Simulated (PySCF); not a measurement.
# Basis and Hamiltonian dependence of the excitation energy of Kr²⁺

Kr²⁺ [Ar] 3d10 4s2 4p4 (3P) → Kr²⁺ [Ar] 3d10 4s1 4p4 5s1 (5P). All values are computed (PySCF 2.14, energy differences of UHF-based or UKS calculations, no spin-orbit coupling). Values in eV.

| basis | Hamiltonian | functions | UHF | LDA | PBE0 | MP2 (valence) |
| --- | --- | --- | --- | --- | --- | --- |
| ANO-RCC-VTZP | spin-free X2C | 43 | 34.718 | 34.977 | 35.011 | 34.292 |
| aug-cc-pwCVDZ-PP with ECP10MDF | ECP | 48 | 32.576 | 33.307 | 33.156 | 32.288 |
| x2c-TZVPPall with one added diffuse shell each of s, p, d type | spin-free X2C | 57 | 32.522 | 33.214 | 33.120 | 32.399 |
| aug-cc-pVQZ-PP with ECP10MDF | ECP | 89 | 32.499 | 33.206 | n/a | 32.453 |
| aug-cc-pVQZ-PP with one added diffuse shell each of s, p, d, f, g type with ECP10MDF | ECP | 114 | 32.493 | 33.201 | 33.057 | 32.449 |
| aug-cc-pV5Z-PP with ECP10MDF | ECP | 136 | 32.498 | 33.207 | 33.064 | 32.505 |

Frozen in the all-electron rows: valence: [Ar] 3d10; with a core potential, the same shells as far as they lie outside it.

At MP2 (valence), ANO-RCC-VTZP lies more than 0.3 eV from the median of the rows with comparable relativity. Of these, ANO-RCC-VTZP has no diffuse functions of the l that the added or promoted electron needs.
